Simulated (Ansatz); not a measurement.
Geometry optimisation, Ansatz 0.2.0, DFT LDA, scalar-relativistic, plane waves, PAW.

input.yaml

```yaml
crystal:
  lattice:
    - [-2.29, -3.966396, 0.0]
    - [3.435, -1.983198, 0.0]
    - [0.0, 0.0, 7.17686]
  atoms:
    - { symbol: Be, position: [0.75, 0.5, 0.0] }
    - { symbol: Be, position: [0.5, 0.3333333, 0.25] }
    - { symbol: Be, position: [0.75, 0.5, 0.5] }
    - { symbol: Be, position: [0.5, 0.3333333, 0.75] }
    - { symbol: Be, position: [0.5, 0.0, 0.0] }
    - { symbol: Be, position: [0.25, 0.8333333, 0.25] }
    - { symbol: Be, position: [0.5, 0.0, 0.5] }
    - { symbol: Be, position: [0.25, 0.8333333, 0.75] }
    - { symbol: Be, position: [0.25, 0.5, 0.0] }
    - { symbol: Be, position: [0.0, 0.3333333, 0.25] }
    - { symbol: Be, position: [0.25, 0.5, 0.5] }
    - { symbol: Be, position: [0.0, 0.3333333, 0.75] }
    - { symbol: Be, position: [0.0, 0.0, 0.0] }
    - { symbol: Be, position: [0.75, 0.8333333, 0.25] }
    - { symbol: Be, position: [0.0, 0.0, 0.5] }
    - { symbol: Be, position: [0.75, 0.8333333, 0.75] }
    - { symbol: "N", position: [0.7427354, 0.1542882, 0.379644] }
basis:
  ecutwfc: 420.0
kpoints:
  mp_grid: { grid: [5, 5, 3] }
hamiltonian:
  xc: lda
scf:
  occupations: { method: gaussian, width: 0.15 }
  lower_state_search: "off"
relax:
  f_tol: 0.03
  max_steps: 60
  adjacent_minimum: "off"
```

Command:

```bash
$ ansatz run input.yaml --threads 1 --pin off --max-ram 3072MiB --backend cpu --events-out ev --progress --plain --runs-dir out
```

Question: Where does it end, and by what steps?

Answer: It converged. Limits of this set-up: coarse k mesh, odd electron count without spin. After 4 steps the energy has fallen by 0.524 eV; Be6 moved furthest, 0.16 Å.

```
step  energy less start (eV)  largest force component (eV/Å)  accepted
   0                  0.0000                           1.571       yes
   1                 -0.3765                           0.960       yes
   2                 -0.5142                           0.212       yes
   3                 -0.5218                           0.061       yes
   4                 -0.5241                           0.021       yes
```

```xyz
17
Lattice="-2.2900 -3.9664 0.0000 3.4350 -1.9832 0.0000 0.0000 0.0000 7.1769" Properties=species:S:1:pos:R:3
Be -0.007 -3.961 -0.049
Be 0.007 -2.590 1.752
Be -0.049 -3.936 3.690
Be 0.013 -2.640 5.420
Be -1.153 -1.967 -0.033
Be 2.164 -2.569 1.726
Be -1.107 -1.947 3.635
Be 2.308 -2.653 5.433
Be 1.124 -1.969 -0.046
Be 1.103 -0.690 1.752
Be 1.268 -2.052 3.660
Be 1.150 -0.672 5.420
Be -0.016 0.002 -0.034
Be 1.190 -4.651 1.696
Be -0.010 -0.048 3.635
Be 1.149 -4.628 5.435
N -1.147 -3.301 2.693
```

Time of the run: 66 s on 1 thread of Arm Neoverse V1 (shared host), peak memory 0.4 GiB.
